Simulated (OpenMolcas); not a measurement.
A calculation on F4+.

| Quantity | Value |
| --- | --- |
| Program | OpenMolcas |
| Method | SS-CASPT2, IPEA 0.25 Eh, imaginary shift 0.1 Eh (closed shells correlated: 1s) |
| Basis | ANO-RCC-VTZP [4s3p2d1f] |
| Scalar Hamiltonian | DKH2, point nucleus |
| Active space | 3 electrons in 4 orbitals (2s 2p) |
| State averaging | 2S+1 = 4 odd, 1 root; 2S+1 = 2 odd, 11 roots (8 in the spin-orbit step); 2S+1 = 4 even, 3 roots; 2S+1 = 2 even, 9 roots |
| Spin-orbit coupling | state interaction with AMFI integrals over the reference wave functions, term energies averaged over their components |

Question: Which level of the active space comes out lowest?

Answer: 2s2 2p 2P* 1/2, with 100 % of that term; it is also the measured ground level.

Question: How high does 2s 2p2 2P 1/2 lie?

Answer: 217310 cm-1 above the lowest level; measured 214881 cm-1 above the ground level, so the calculation is off by +1 %.

Question: How high does 2s 2p2 2D 5/2 lie?

Answer: 153780 cm-1 above the lowest level; measured 152876 cm-1 above the ground level, so the calculation is off by +1 %.

Question: How high does 2s 2p2 4P 1/2 lie?

Answer: 84480 cm-1 above the lowest level.

Measured values: Moore, Atomic Energy Levels, vol. I, NSRDS-NBS 35 (1971 reprint of NBS Circular 467, 1949).

Measured partners are found by configuration, term and J. A level has none where our copy of the source lacks it or the pairing is in doubt (some pairs that miss far off the trend of their configuration count as doubtful), and it then counts in no deviation. Only configurations of the active space appear.

* marks odd parity.
